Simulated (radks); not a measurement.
Question: S2+, configuration [Ne] 3s2 3p1 4f1 (not the ground configuration). Calculated with a radial shooting solver on a logarithmic mesh with Libxc functionals: scalar-relativistic Kohn-Sham, PBE, spin-polarised, spherical densities, point nucleus; open shells are filled with parallel spins first. Some entries of the table are withheld. Estimate them.

| orbital | occ. | eigenvalue (hartree) | <r^2> (bohr^2) | <1/r> (bohr^-1) |
|---|---|---|---|---|
| 1s up | 1 | -89.80742 | 0.01263 | 15.66 |
| 1s down | 1 | -89.80034 | 0.01263 | 15.66 |
| 2s up | 1 | -9.11446 | 0.2717 | 3.071 |
| 2s down | 1 | -9.10705 | 0.2715 | 3.071 |
| 2p up | 3 | -7.09275 | 0.2428 | 2.967 |
| 2p down | 3 | -7.08270 | 0.2425 | 2.967 |
| 3s up | 1 | -1.74910 | 2.648 | 0.9054 |
| 3s down | 1 | -1.68514 | 2.655 | 0.9086 |
| 3p up | 1 | -1.30986 | (1) | 0.8104 |
| 3p down | 0 | -1.24677 | (2) | 0.8098 |
| 4f up | 1 | -0.23852 | 34.97 | 0.2034 |

Answer: 
(1) 3p up <r^2> (bohr^2): 3.211
(2) 3p down <r^2> (bohr^2): 3.251
